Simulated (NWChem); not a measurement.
# CH₅FGeO; SMILES [O]([GeH2][F])C

```xyz
9

Ge    -0.3181     0.5046    -0.0078
F      1.2711     1.2352    -0.0595
O     -0.2010    -1.1642    -0.6130
C      0.4763    -2.1354     0.1797
H     -1.2224     1.2550    -1.0019
H     -0.7392     0.5051     1.4839
H      1.5653    -2.0157     0.1153
H      0.1782    -2.0880     1.2377
H      0.2094    -3.1232    -0.2090
```
Atoms are numbered in this order, from 1.

Computed with NWChem. Coordinates come from a B3LYP/6-31G* (spherical d) optimisation. Level: PBE0/def2-SVPD; rows give the wavelength of the field.

Problem. Among these, which field gives the highest value of “isotropic polarisability (bohr³)”?
(A) 589 nm
(B) 1065 nm
(C) 400 nm
(D) static

Solution. C, 400 nm. Values: static 47.0; 1065 nm 47.4; 589 nm 48.3; 400 nm 49.8
